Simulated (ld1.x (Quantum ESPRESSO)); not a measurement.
**Ba (Z = 56): TM pseudisation with LDA (PZ), scalar-relativistic reference atom.**

barium, norm-conserving Troullier–Martins (Kleinman–Bylander form), made with ld1.x (Quantum ESPRESSO) 7.5 (LDA (PZ), scalar-relativistic). Core [Kr] 4d10, reference 5s2 5p6 5d0.5 6s1.5 6p0. Waves: 5p (bound): rc 2.45 bohr; 5d (bound): rc 3.75 bohr; 5s (bound): rc 1.50 bohr. Local part: the s channel. Core correction: none.

Occupied shells without a wave of their own: 6s. They enter only through the test configuration that unscreens the potential.

Poles of the logarithmic derivatives, all-electron (AE) and pseudo (PS). s: poles at -2.4, 0.9 (AE) and -2.4, 0.9, 4.7 (PS) Ry. p: poles at -1.3, 1.6 (AE) and -1.3, 1.6 (PS) Ry. d: poles at 0.2, 3.0 (AE) and 0.2, 3.0 (PS) Ry. Test radius 4.03 bohr.

- Cutoffs needed: 40 Ry and 80 Ry (the cutoffs (Ry, on a coarse ladder) from which the occupation-weighted sum of valence levels, in a spherical-Bessel basis at the reference potential, stays within 10 and 1 mRy of its value at 400 Ry)
- Ghost test: no extra level below or beside the all-electron valence levels (p, d, s, f tested) (spherical-Bessel basis up to 400 Ry, 20 bohr box)
- Largest excitation error: -103 meV (all-electron minus pseudo) for 5s2 5p6 5d0 6s0 6p0, out of 7 test configurations
